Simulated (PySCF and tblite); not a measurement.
The numbers below are computed, except where a source is named.
2 diastereomers of C10H18, numbered alike:

| isomer | SMILES | descriptors (one enantiomer) |
| --- | --- | --- |
| A | [CH2:1]=[CH:2][C@H:3]([CH2:4][CH3:5])[C@H:6]([CH:7]=[CH2:8])[CH2:9][CH3:10] | 3S, 6S |
| B | [CH2:1]=[CH:2][C@@H:3]([CH2:4][CH3:5])[C@H:6]([CH:7]=[CH2:8])[CH2:9][CH3:10] | 3R, 6S |

Protocol: conformer search, at most 4 conformers an isomer, GFN2-xTB geometries, energies PBE0/6-31G* (D3(BJ) added where defined), weights at 298.15 K with GFN2-xTB thermal terms. Programs: PySCF with density fitting and tblite.

Q: Rank the isomers by free energy at 298.15 K.

A: 
```tsv
isomer	ΔG (kcal/mol)	ΔE, lowest conformer	conformers	largest weight %	rms dipole (D)
B	0.0	0.0	4	60	0.15
A	0.7	0.3	4	51	0.09
```

ΔG is for one enantiomer.

Q: If they could interconvert freely, what would the mixture hold (chiral isomers as racemates)?

A: B 63 %, A 37 %. A racemate gains RT ln 2.

The conformer set may be incomplete (the search or the number kept was capped).
